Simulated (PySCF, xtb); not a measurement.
ClH₆NSi₃, SMILES Cl[SiH]1[SiH2]N[SiH2]1.

Harmonic wavenumbers (cm⁻¹) from GFN2-xTB in xtb at its own minimum, in rising order: 90, 102, 135, 311, 346, 371, 391, 397, 437, 528, 529, 534, 550, 607, 621, 666, 777, 812, 837, 860, 1160, 2119, 2164, 2172, 2195, 2201, 3474.

### Question
What does PBE-D3(BJ)/def2-SVP (PySCF 2.14.0) give at its own minimum? (The exact figures need the calculation; the answer reports its results.)

### Answer
60, 121, 139, 318, 390, 392, 439, 441, 476, 555, 590, 662, 664, 678, 692, 745, 832, 853, 932, 967, 1082, 2123, 2127, 2131, 2135, 2158, 3499. Paired by order, the mean absolute difference is 51 cm⁻¹ and the zero-point energies are 36.3 and 37.5 kcal/mol.
